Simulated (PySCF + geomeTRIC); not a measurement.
Species: H₆B₂N₂, SMILES `NBBN` (N–B–B–N torsion 73°) (charge 0, multiplicity 1).

Problem. Give a relaxed geometry from r2SCAN-D4/def2-TZVP (PySCF + geomeTRIC).

Solution. Several could match; the one computed here: the end point of this relaxation, one of several conformers (outside a Z-matrix the atoms follow the SMILES, hydrogens last).
Cartesian coordinates (Å) in one orientation:
```xyz
10

N      1.759     0.132     0.406
B      0.617    -0.645     0.624
B     -0.864    -0.335    -0.127
N     -1.687     0.740     0.223
H      2.654    -0.065     0.826
H      1.782     0.925    -0.215
H      0.765    -1.573     1.381
H     -1.295    -1.047    -1.001
H     -2.586     0.912    -0.199
H     -1.459     1.402     0.948
```
